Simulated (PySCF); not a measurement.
**Atomic charges by several schemes**

C7H11ClOSi.
Geometry (GFN2-xTB, Å), atoms numbered from 1 in this order:
```
atom  x, y, z in Å
C1     3.6548   -0.0694    1.2544
Si2    3.0742    0.6803   -0.3909
C3     1.3484    0.0125   -0.7697
C4     0.2358    0.3433   -0.1153
Cl5    0.3150    1.4880    1.1794
C6    -1.0918   -0.2397   -0.4620
O7    -1.1981   -0.9179   -1.4647
C8    -2.2284    0.0221    0.4426
C9    -3.5877    0.2017   -0.2030
C10   -3.2938   -1.0506    0.5313
H11    3.6815   -1.1548    1.2043
H12    2.9955    0.2065    2.0724
H13    4.6542    0.2742    1.5039
H14    3.9469    0.2577   -1.4915
H15    3.0253    2.1436   -0.3161
H16    1.2109   -0.7038   -1.5686
H17   -2.0180    0.5947    1.3331
H18   -3.6132    0.1606   -1.2813
H19   -4.2520    0.9293    0.2371
H20   -3.7486   -1.2161    1.4958
H21   -3.1198   -1.9456   -0.0464
```

Density: PBE0/pcSseg-1 (PySCF); schemes: Mulliken, IAO, Hirshfeld and ESP-fitted. Isolated species at its GFN2-xTB geometry (one conformer only).

Give the atomic charges in each scheme.

In e:

```
atom                    environment  Mulliken     IAO  Hirshfeld  ESP-fitted
  C1               Si-methyl carbon    -0.620  -0.712     -0.212      -0.463
 Si2                   SiH2 silicon    +0.697  +0.764     +0.338      +0.616
  C3               alkene CH carbon    -0.238  -0.395     -0.127      -0.159
  C4            vinylic C–Cl carbon    -0.288  -0.055     +0.006      -0.295
 Cl5                 vinyl chlorine    -0.096  -0.029     +0.022      -0.044
  C6         ketone carbonyl carbon    +0.471  +0.366     +0.151      +0.701
  O7                  ketone oxygen    -0.378  -0.433     -0.219      -0.461
  C8  sp3 carbon next to a carbonyl    -0.366  -0.205     -0.065      -0.325
  C9     three-membered-ring carbon    -0.157  -0.265     -0.074      -0.270
 C10     three-membered-ring carbon    -0.151  -0.267     -0.076      -0.257
 H11                methyl hydrogen    +0.142  +0.159     +0.044      +0.114
 H12                methyl hydrogen    +0.149  +0.162     +0.035      +0.114
 H13                methyl hydrogen    +0.141  +0.158     +0.044      +0.111
 H14                  Si–H hydrogen    -0.090  -0.124     -0.080      -0.160
 H15                  Si–H hydrogen    -0.063  -0.116     -0.080      -0.139
 H16               vinylic hydrogen    +0.133  +0.189     +0.051      +0.127
 H17               methine hydrogen    +0.145  +0.160     +0.030      +0.181
 H18             methylene hydrogen    +0.148  +0.165     +0.051      +0.150
 H19             methylene hydrogen    +0.137  +0.157     +0.055      +0.160
 H20             methylene hydrogen    +0.136  +0.156     +0.055      +0.158
 H21             methylene hydrogen    +0.148  +0.165     +0.050      +0.143
```

Mean size of the charges over all atoms: IAO 0.248 e, ESP-fitted 0.245 e, Mulliken 0.233 e, Hirshfeld 0.089 e. Each set sums to the total charge, 0, to within 0.001 e. The Hirshfeld scheme divides the density at each point in proportion to the densities of the neutral, spherically averaged free atoms.

Lowest charge. The schemes don't all agree: Mulliken C1 (-0.620); IAO C1 (-0.712); Hirshfeld O7 (-0.219); ESP-fitted C1 (-0.463).

Highest charge. The schemes don't all agree: Mulliken Si2 (+0.697); IAO Si2 (+0.764); Hirshfeld Si2 (+0.338); ESP-fitted C6 (+0.701).

How many electrons does the Hirshfeld scheme count on C3?

Z − q = 6 − (-0.127) = 6.127.

Sum the charges by element, for elements with more than one atom.

```json
{"element": "C", "atoms": "7", "Mulliken": "-1.349", "IAO": "-1.533", "Hirshfeld": "-0.396", "ESP-fitted": "-1.069"}
{"element": "H", "atoms": "11", "Mulliken": "+1.126", "IAO": "+1.230", "Hirshfeld": "+0.255", "ESP-fitted": "+0.958"}
```

How closely do the schemes follow one another over all atoms?

Correlation coefficient and root-mean-square difference: IAO with Hirshfeld 0.97, 0.198 e; Mulliken with ESP-fitted 0.96, 0.082 e; Mulliken with IAO 0.96, 0.090 e; Mulliken with Hirshfeld 0.92, 0.186 e; IAO with ESP-fitted 0.91, 0.127 e; Hirshfeld with ESP-fitted 0.90, 0.199 e.
